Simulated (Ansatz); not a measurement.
Reaction (atomization): `C#[C][Al]([NH2])[NH2]` → Al• + 2 C• + 5 H• + 2 N•

Isolated molecules relaxed with PBE0-D4/def2-TZVP in Ansatz; ΔE leaves out vibrations. CCSD(T)/CBS adds triple-zeta CCSD(T) − MP2 to the extrapolated MP2 energy (def2 sets, frozen cores). This one scheme is used for every species, atoms too. Functionals use def2-TZVPP. B3LYP here is the variant with VWN-RPA as its local correlation; programs differ in this. Open shells (•) are unrestricted, without spin–orbit coupling. Spin–orbit coupling would lower the free atoms: a little for Al, C. One conformer a species, not always the lowest.

`C#[C][Al]([NH2])[NH2]`:

Cartesian coordinates in Å:
```
C 2.089 -1.103 1.527
C 1.190 -0.629 0.870
Al -0.226 0.120 -0.165
N 0.173 1.203 -1.498
N -1.890 -0.296 0.242
H 2.881 -1.522 2.106
H -0.480 1.658 -2.113
H 1.117 1.450 -1.744
H -2.136 -0.912 0.999
H -2.719 0.031 -0.225
```

Question: What is ΔE at CCSD(T)/CBS? (An estimate is asked.)

Answer: The calculation gave: +3906.1 kJ/mol.

Question: What do these levels give: LDA (SPW92), PBE-D4, B3LYP-D4, ωB97X-V, r2SCAN0, SCS-MP2/def2-QZVPP? (Best estimate.)

Answer: Computed: LDA (SPW92) 4449.7, PBE-D4 3989.9, B3LYP-D4 3911.7, ωB97X-V 3903.3, r2SCAN0 3803.5, SCS-MP2/def2-QZVPP 3947.8 kJ/mol.

Largest T1 diagnostic among the species: 0.018.

From BLYP to BHLYP (50 % exact exchange), in def2-TZVPP and without D4, ΔE moves by −145.3 kJ/mol: exact exchange takes away binding that semilocal exchange gives to molecules. Leaving LDA and LC-ωPBE aside and taking each functional with its dispersion term where it has one, the values, not all of them listed here, spread over 221.6 kJ/mol, from BHLYP-D4 to PBE-D4. LDA lies +477.4 kJ/mol from PBE without D4, its usual overbinding.

For atomizations the MP2-based limit and the directly extrapolated one differ by several kJ/mol either way, and by 10 to 25 for some Ge, Se and Sn compounds, so smaller differences from it don't rank the levels.
